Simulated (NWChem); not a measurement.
Correlation energy of FIn

```
In
F 1 2.0049
```
Charge 0, spin multiplicity 1.

Everything below was run with NWChem. The geometry was optimised at B3LYP/def2-SVP with def2 effective core potentials on In, a minimum by its harmonic frequencies.

Basis set: def2-SVP. Each correlation energy counts from its own Hartree-Fock reference.

Effective core potentials replace the inner electrons of In; spin-orbit coupling is left out. The correlated methods keep 5 core orbitals frozen. The structure started from a generated list of species. Coupled-cluster values serve here as a point of comparison, not as the truth.

Question: One of these methods gave a correlation energy of -254.8 mHa. Which?
A) SCS-MP2
B) MP2
C) CR-CCSD[T]
D) CCSD

Answer: B, MP2. The others give -246.9 (SCS-MP2), -272.4 (CR-CCSD[T]), -266.5 (CCSD).
